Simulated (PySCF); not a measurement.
Job file and geometry (Å, from GFN2-xTB) of an NMR shielding run on `BC(=C)C(=C)C`, C5H9B, GIAO PBE0/pcSseg-1 NMR shielding, non-relativistic, gas phase (PySCF); density fitting, a coarse starting grid and PySCF grid level 2 are the driver's defaults:

```
$ OMP_NUM_THREADS=1 python probes_run.py task.json out

{"job": {"kind": "nmr", "xc": "PBE0", "basis": "pcSseg-1"}, "charge": 0, "multiplicity": 1}
B     -1.546703     1.407814     0.463527
C     -0.796273     0.169686    -0.098620
C     -1.513202    -0.839830    -0.621194
C      0.671408     0.053837     0.016593
C      1.437559     1.140491    -0.009223
C      1.277125    -1.316539     0.126568
H     -2.627089     1.647266     0.085476
H     -1.069101     2.065306     1.303574
H     -2.581923    -0.760126    -0.730806
H     -1.078589    -1.770840    -0.950731
H      2.511641     1.080336     0.052854
H      1.017878     2.126685    -0.109821
H      2.321777    -1.247626     0.419602
H      0.741964    -1.914926     0.862052
H      1.229114    -1.833546    -0.831765
```

Problem. What does the program print?

Solution. 
```
coarse grid: 12096 points
cycle   1  E = -220.3436746711  dE =  5.251e-01  |g| = 3.674e-01  |ddm| = 3.387e+00
cycle   2  E = -220.3422499691  dE =  1.425e-03  |g| = 3.827e-01  |ddm| = 7.813e-01
cycle   3  E = -220.3817669331  dE = -3.952e-02  |g| = 8.167e-02  |ddm| = 4.558e-01
cycle   4  E = -220.3833064952  dE = -1.540e-03  |g| = 3.204e-02  |ddm| = 9.121e-02
cycle   5  E = -220.3835752978  dE = -2.688e-04  |g| = 5.743e-03  |ddm| = 3.220e-02
cycle   6  E = -220.3835852459  dE = -9.948e-06  |g| = 1.405e-03  |ddm| = 7.834e-03
final grid: 115600 points
cycle   7  E = -220.4195881766  dE = -4.471e-05  |g| = 8.255e-03  |ddm| = 3.847e-02
cycle   8  E = -220.4195787662  dE =  9.410e-06  |g| = 1.019e-02  |ddm| = 1.853e-02
cycle   9  E = -220.4196062566  dE = -2.749e-05  |g| = 2.079e-03  |ddm| = 1.088e-02
cycle  10  E = -220.4196073522  dE = -1.096e-06  |g| = 2.424e-04  |ddm| = 1.830e-03
cycle  11  E = -220.4196073662  dE = -1.408e-08  |g| = 8.676e-05  |ddm| = 3.066e-04
cycle  12  E = -220.4196073679  dE = -1.652e-09  |g| = 3.921e-05  |ddm| = 1.012e-04
cycle  13  E = -220.4196073683  dE = -3.985e-10  |g| = 9.348e-06  |ddm| = 4.215e-05
converged SCF energy = -220.4196073683

GIAO shielding tensors (ppm)
atom      isotropic    diamagn.    paramagn.     s11        s22        s33       span
  0 B       22.875     193.788    -170.913    -31.290    -20.553    120.467    151.756
  1 C       18.992     255.572    -236.580    -89.083    -20.464    166.522    255.605
  2 C       39.388     255.627    -216.239    -67.013     26.253    158.923    225.936
  3 C       31.669     259.830    -228.162    -87.020     25.748    156.277    243.298
  4 C       61.974     254.319    -192.344    -36.459     76.932    145.450    181.909
  5 C      162.950     247.540     -84.589    146.196    158.753    183.902     37.706
  6 H       24.661      30.521      -5.860     18.752     26.882     28.349      9.597
  7 H       24.304      31.011      -6.706     17.509     26.667     28.737     11.229
  8 H       25.304      30.650      -5.346     22.574     25.315     28.022      5.448
  9 H       25.049      32.647      -7.598     20.751     24.696     29.700      8.949
 10 H       26.172      31.313      -5.140     23.553     25.120     29.844      6.291
 11 H       26.451      32.808      -6.357     23.444     25.602     30.307      6.863
 12 H       29.643      29.873      -0.229     25.774     28.831     34.325      8.550
 13 H       29.908      30.404      -0.496     26.566     28.438     34.720      8.154
 14 H       29.219      30.065      -0.845     25.590     27.665     34.404      8.814
```

Size and cost of the density-fitted run: 147 basis functions, 30 s wall time on 1 thread of an Arm Neoverse N1, shared host; peak memory 0.7 GiB.
